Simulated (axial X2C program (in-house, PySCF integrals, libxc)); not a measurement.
Correcting the dissociation energy of SnCl⁺ for spin–orbit coupling

A spin-free CCSD(T) curve (one-electron X2C) was computed with an axial X2C code built on PySCF integrals, basis Sn dyall-cv3z [11s12p9d4f1g], Cl dyall-av3z [9s8p3d2f] (cores contracted in-house), for the state M_S = 0, Λ = 0 (closed shell). It gives D0 = 4.022 eV to Sn+ + Cl, which in a spin-free picture are the weighted means of the ground terms.

Correlated methods: 10 electrons correlated (number of frozen shells: Sn 4 s, 3 p, 2 d; Cl 2 s, 1 p), 258 virtual spin orbitals or spinors in MP2, 90 natural virtuals in coupled cluster.

Measured levels of the ground terms (NIST Handbook of Basic Atomic Spectroscopic Data), in cm⁻¹: Sn+ 2P: J = 1/2 at 0, J = 3/2 at 4251.5; Cl 2P: J = 3/2 at 0, J = 1/2 at 882.4.

The molecular state has Λ = 0, so it has no first-order lowering.

Q: How far does each ground level lie under the (2J+1)-weighted mean of its term?

A: Sn+: (2 × 0 + 4 × 4251.5)/6 = 2834 cm⁻¹; Cl: (4 × 0 + 2 × 882.4)/6 = 294 cm⁻¹.

Q: Correct D0.

A: D0 = 4.022 + (0 − 3128)/8065.5 = 3.634 eV at CCSD(T) with these spin–orbit terms. The direct two-component run gives 3.684 eV; the difference holds second-order terms in the molecule, scalar two-electron terms, the gap between measured and computed atomic splittings (a 2c atom can miss part of its lowering) and, in coupled cluster, the truncation of each run.

Second-order spin–orbit effects in the molecule, which grow quickly with Z, are left out. The state is a single determinant with fixed occupations, the lowest that a limited PBE0 search found. De is counted from the lowest determinant-based energies of the atoms at the same level, without counterpoise correction. CCSD and (T) use frozen natural virtuals with an MP2 correction for the truncation; (T) itself is uncorrected, so its De runs slightly low. With the outer-core shells frozen, correlated bond lengths of heavy atoms tend to come out a few hundredths of an ångström too long.
